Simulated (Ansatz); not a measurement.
Ansatz (a program for electronic structure) input for B(Cl)(Me)(SiH3) (CH₆BClSi), SMILES ClB([SiH3])C, B3LYP-D3(BJ)/def2-SVP. 

Ansatz 0.2 input:
```yaml
crystal:
  periodic: [false, false, false]
  atoms:
    - {symbol: B, position_ang: [-0.00449019, -0.20120651, 0.31406972]}
    - {symbol: Cl, position_ang: [1.62985439, -0.22817652, -0.20658624]}
    - {symbol: C, position_ang: [-0.38364165, -1.04183536, 1.59698665]}
    - {symbol: H, position_ang: [-0.95510562, -1.92241785, 1.29637287]}
    - {symbol: H, position_ang: [-1.03771410, -0.48710414, 2.26893927]}
    - {symbol: H, position_ang: [0.46973258, -1.39735813, 2.17183065]}
    - {symbol: Si, position_ang: [-1.33561626, 0.82765407, -0.73275855]}
    - {symbol: H, position_ang: [-2.63143250, 0.95635507, -0.05186815]}
    - {symbol: H, position_ang: [-1.62820735, 0.20219526, -2.03021546]}
    - {symbol: H, position_ang: [-0.90186902, 2.19721813, -1.03674187]}
basis:
  gaussian:
    orbitals: def2-SVP
hamiltonian:
  xc: b3lyp
  dispersion: d3bj
relax: {f_tol: 0.002, max_steps: 200}
```

Log of the run:

```
[...]
these checks for a lower state are left out or cut short: starts, cluster_reference, orbital_swaps, neighbouring_geometries, increment
integrals: 0.04 GiB planned
1004 factors; integrals over basis functions are off by at most 5.0e-4 eV
mean field: 0.35 GiB planned
mean field evaluation 32: about -22205.6865 eV, gradient 2.1e-3 eV
mean field -22205.70295498 eV, -816.0445320294 hartree, gradient 1.3e-5 eV, S^2 0.000000; 0 other end points of the search recorded, 0 dependent functions left out
the calculation of the forces begins
reference -22205.70321065 eV, -816.0445414253 hartree; 24, 24 occupied and 70, 70 virtual orbitals, 1004 factors
relax step   4: F+E_penalty+E_count = -22206.08844714 eV  Δ(F+E_penalty+E_count) = -1.124e-3 eV  max|allowed force component| = 4.841e-2 eV/Å  Δτ_max = 0.0101 Å  (28 SCF iters, accepted)
these checks for a lower state are left out or cut short: starts, cluster_reference, orbital_swaps, neighbouring_geometries, increment
integrals: 0.04 GiB planned
1004 factors; integrals over basis functions are off by at most 5.1e-4 eV
mean field: 0.35 GiB planned
mean field -22205.70361562 eV, -816.0445563077 hartree, gradient 1.4e-5 eV, S^2 0.000000; 0 other end points of the search recorded, 0 dependent functions left out
the calculation of the forces begins
reference -22205.70387132 eV, -816.0445657045 hartree; 24, 24 occupied and 70, 70 virtual orbitals, 1004 factors
relax step   5: F+E_penalty+E_count = -22206.08910793 eV  Δ(F+E_penalty+E_count) = -6.608e-4 eV  max|allowed force component| = 3.340e-2 eV/Å  Δτ_max = 0.0319 Å  (27 SCF iters, accepted)
these checks for a lower state are left out or cut short: starts, cluster_reference, orbital_swaps, neighbouring_geometries, increment
integrals: 0.04 GiB planned
1004 factors; integrals over basis functions are off by at most 5.3e-4 eV
mean field: 0.35 GiB planned
mean field -22205.70397397 eV, -816.0445694766 hartree, gradient 1.4e-5 eV, S^2 0.000000; 0 other end points of the search recorded, 0 dependent functions left out
the calculation of the forces begins
reference -22205.70422979 eV, -816.0445788779 hartree; 24, 24 occupied and 70, 70 virtual orbitals, 1004 factors
relax step   6: F+E_penalty+E_count = -22206.08940165 eV  Δ(F+E_penalty+E_count) = -2.937e-4 eV  max|allowed force component| = 4.279e-2 eV/Å  Δτ_max = 0.0307 Å  (27 SCF iters, accepted)
these checks for a lower state are left out or cut short: starts, cluster_reference, orbital_swaps, neighbouring_geometries, increment
integrals: 0.04 GiB planned
1004 factors; integrals over basis functions are off by at most 5.5e-4 eV
mean field: 0.35 GiB planned
mean field -22205.70422796 eV, -816.0445788107 hartree, gradient 1.3e-5 eV, S^2 0.000000; 0 other end points of the search recorded, 0 dependent functions left out
the calculation of the forces begins
reference -22205.70448403 eV, -816.0445882211 hartree; 24, 24 occupied and 70, 70 virtual orbitals, 1004 factors
relax step   7: F+E_penalty+E_count = -22206.08962641 eV  Δ(F+E_penalty+E_count) = -2.248e-4 eV  max|allowed force component| = 3.344e-2 eV/Å  Δτ_max = 0.0346 Å  (27 SCF iters, accepted)
these checks for a lower state are left out or cut short: starts, cluster_reference, orbital_swaps, neighbouring_geometries, increment
integrals: 0.04 GiB planned
1004 factors; integrals over basis functions are off by at most 5.6e-4 eV
mean field: 0.35 GiB planned
mean field evaluation 64: about -22205.7045 eV, gradient 1.4e-5 eV
mean field -22205.70445182 eV, -816.0445870373 hartree, gradient 1.4e-5 eV, S^2 0.000000; 0 other end points of the search recorded, 0 dependent functions left out
the calculation of the forces begins
reference -22205.70470818 eV, -816.0445964584 hartree; 24, 24 occupied and 70, 70 virtual orbitals, 1004 factors
relax step   8: F+E_penalty+E_count = -22206.08983294 eV  Δ(F+E_penalty+E_count) = -2.065e-4 eV  max|allowed force component| = 3.487e-2 eV/Å  Δτ_max = 0.0282 Å  (27 SCF iters, accepted)
these checks for a lower state are left out or cut short: starts, cluster_reference, orbital_swaps, neighbouring_geometries, increment
integrals: 0.04 GiB planned
1004 factors; integrals over basis functions are off by at most 5.8e-4 eV
mean field: 0.35 GiB planned
mean field -22205.70461893 eV, -816.0445931786 hartree, gradient 1.4e-5 eV, S^2 0.000000; 0 other end points of the search recorded, 0 dependent functions left out
the calculation of the forces begins
reference -22205.70487553 eV, -816.0446026084 hartree; 24, 24 occupied and 70, 70 virtual orbitals, 1004 factors
relax step   9: F+E_penalty+E_count = -22206.09006123 eV  Δ(F+E_penalty+E_count) = -2.283e-4 eV  max|allowed force component| = 3.627e-2 eV/Å  Δτ_max = 0.0366 Å  (28 SCF iters, accepted)
these checks for a lower state are left out or cut short: starts, cluster_reference, orbital_swaps, neighbouring_geometries, increment
integrals: 0.04 GiB planned
1004 factors; integrals over basis functions are off by at most 5.9e-4 eV
mean field: 0.34 GiB planned
mean field -22205.70482176 eV, -816.0446006325 hartree, gradient 1.4e-5 eV, S^2 0.000000; 0 other end points of the search recorded, 0 dependent functions left out
the calculation of the forces begins
reference -22205.70507852 eV, -816.0446100680 hartree; 24, 24 occupied and 70, 70 virtual orbitals, 1004 factors
relax step  10: F+E_penalty+E_count = -22206.09018203 eV  Δ(F+E_penalty+E_count) = -1.208e-4 eV  max|allowed force component| = 3.201e-2 eV/Å  Δτ_max = 0.0222 Å  (28 SCF iters, accepted)
these checks for a lower state are left out or cut short: starts, cluster_reference, orbital_swaps, neighbouring_geometries, increment
integrals: 0.04 GiB planned
1004 factors; integrals over basis functions are off by at most 6.0e-4 eV
mean field: 0.35 GiB planned
mean field -22205.70485483 eV, -816.0446018476 hartree, gradient 1.5e-5 eV, S^2 0.000000; 0 other end points of the search recorded, 0 dependent functions left out
the calculation of the forces begins
reference -22205.70511156 eV, -816.0446112824 hartree; 24, 24 occupied and 70, 70 virtual orbitals, 1004 factors
relax step  11: F+E_penalty+E_count = -22206.09030471 eV  Δ(F+E_penalty+E_count) = -1.227e-4 eV  max|allowed force component| = 2.283e-2 eV/Å  Δτ_max = 0.0196 Å  (24 SCF iters, accepted)
these checks for a lower state are left out or cut short: starts, cluster_reference, orbital_swaps, neighbouring_geometries, increment
integrals: 0.04 GiB planned
1004 factors; integrals over basis functions are off by at most 6.1e-4 eV
mean field: 0.35 GiB planned
mean field -22205.70490067 eV, -816.0446035324 hartree, gradient 1.0e-5 eV, S^2 0.000000; 0 other end points of the search recorded, 0 dependent functions left out
the calculation of the forces begins
reference -22205.70515742 eV, -816.0446129677 hartree; 24, 24 occupied and 70, 70 virtual orbitals, 1004 factors
relax step  12: F+E_penalty+E_count = -22206.09037686 eV  Δ(F+E_penalty+E_count) = -7.215e-5 eV  max|allowed force component| = 1.155e-2 eV/Å  Δτ_max = 0.0148 Å  (23 SCF iters, accepted)
these checks for a lower state are left out or cut short: starts, cluster_reference, orbital_swaps, neighbouring_geometries, increment
integrals: 0.04 GiB planned
1004 factors; integrals over basis functions are off by at most 6.1e-4 eV
mean field: 0.35 GiB planned
mean field evaluation 96: about -22205.7049 eV, gradient 1.3e-5 eV
mean field -22205.70488992 eV, -816.0446031372 hartree, gradient 1.3e-5 eV, S^2 0.000000; 0 other end points of the search recorded, 0 dependent functions left out
the calculation of the forces begins
reference -22205.70514669 eV, -816.0446125735 hartree; 24, 24 occupied and 70, 70 virtual orbitals, 1004 factors
relax step  13: F+E_penalty+E_count = -22206.09040286 eV  Δ(F+E_penalty+E_count) = -2.600e-5 eV  max|allowed force component| = 8.554e-3 eV/Å  Δτ_max = 0.0182 Å  (23 SCF iters, accepted)
these checks for a lower state are left out or cut short: starts, cluster_reference, orbital_swaps, neighbouring_geometries, increment
integrals: 0.04 GiB planned
1004 factors; integrals over basis functions are off by at most 6.1e-4 eV
mean field: 0.35 GiB planned
mean field -22205.70490364 eV, -816.0446036414 hartree, gradient 7.5e-6 eV, S^2 0.000000; 0 other end points of the search recorded, 0 dependent functions left out
the calculation of the forces begins
reference -22205.70516043 eV, -816.0446130784 hartree; 24, 24 occupied and 70, 70 virtual orbitals, 1004 factors
relax step  14: F+E_penalty+E_count = -22206.09041385 eV  Δ(F+E_penalty+E_count) = -1.099e-5 eV  max|allowed force component| = 3.174e-3 eV/Å  Δτ_max = 0.0041 Å  (22 SCF iters, accepted)
these checks for a lower state are left out or cut short: starts, cluster_reference, orbital_swaps, neighbouring_geometries, increment
integrals: 0.04 GiB planned
1004 factors; integrals over basis functions are off by at most 6.2e-4 eV
mean field: 0.35 GiB planned
mean field -22205.70491841 eV, -816.0446041841 hartree, gradient 4.1e-5 eV, S^2 0.000000; 0 other end points of the search recorded, 0 dependent functions left out
the calculation of the forces begins
reference -22205.70517521 eV, -816.0446136216 hartree; 24, 24 occupied and 70, 70 virtual orbitals, 1004 factors
relax step  15: F+E_penalty+E_count = -22206.09041633 eV  Δ(F+E_penalty+E_count) = -2.478e-6 eV  max|allowed force component| = 1.587e-3 eV/Å  Δτ_max = 0.0023 Å  (20 SCF iters, accepted)
these checks for a lower state are left out or cut short: starts, cluster_reference, orbital_swaps, neighbouring_geometries, increment
integrals: 0.04 GiB planned
1004 factors; integrals over basis functions are off by at most 6.2e-4 eV
mean field: 0.35 GiB planned
mean field -22205.70492144 eV, -816.0446042956 hartree, gradient 3.8e-5 eV, S^2 0.000000; 0 other end points of the search recorded, 0 dependent functions left out
the calculation of the forces begins
reference -22205.70517825 eV, -816.0446137333 hartree; 24, 24 occupied and 70, 70 virtual orbitals, 1004 factors
relax step  16: F+E_penalty+E_count = -22206.09041686 eV  Δ(F+E_penalty+E_count) = -5.369e-7 eV  max|allowed force component| = 1.302e-3 eV/Å  Δτ_max = 0.0021 Å  (19 SCF iters, accepted)
integrals: 0.04 GiB planned
1004 factors; integrals over basis functions are off by at most 6.2e-4 eV
mean field: 0.35 GiB planned
mean field evaluation 128: about -22205.7049 eV, gradient 2.2e-5 eV
mean field -22205.70492144 eV, -816.0446042956 hartree, gradient 3.8e-5 eV, S^2 0.000000; 1 other end points of the search recorded, 0 dependent functions left out
the calculation of the forces begins
reference -22205.70517825 eV, -816.0446137333 hartree; 24, 24 occupied and 70, 70 virtual orbitals, 1004 factors
Total energy: -22206.09067368 eV, -816.0587804287 hartree
Atom 0 at    -0.026480    -0.256167     0.318102 Å, force    -0.001302     0.000575    -0.000358 eV/Å
Atom 1 at     1.621174    -0.308764    -0.332865 Å, force     0.001272    -0.000209    -0.000402 eV/Å
Atom 2 at    -0.362978    -1.016923     1.637866 Å, force    -0.000059     0.000043     0.000881 eV/Å
Atom 3 at    -1.099742    -1.809380     1.402016 Å, force    -0.000073    -0.000474    -0.000144 eV/Å
Atom 4 at    -0.886685    -0.347671     2.344203 Å, force    -0.000079     0.000126     0.000150 eV/Å
Atom 5 at     0.500769    -1.477356     2.139580 Å, force     0.000120    -0.000004    -0.000218 eV/Å
Atom 6 at    -1.376232     0.814222    -0.760709 Å, force    -0.000131    -0.000040    -0.000032 eV/Å
Atom 7 at    -2.750895     0.763216    -0.173845 Å, force    -0.000066    -0.000019     0.000167 eV/Å
Atom 8 at    -1.446284     0.297247    -2.161837 Å, force     0.000221     0.000063    -0.000020 eV/Å
Atom 9 at    -0.951136     2.246898    -0.822483 Å, force     0.000097    -0.000060    -0.000024 eV/Å
Dipole moment:    -0.081187    -0.126316     0.216980 e Å
```

The calculation finished and met its thresholds.

Cost: about 40 core-seconds (a rough figure).
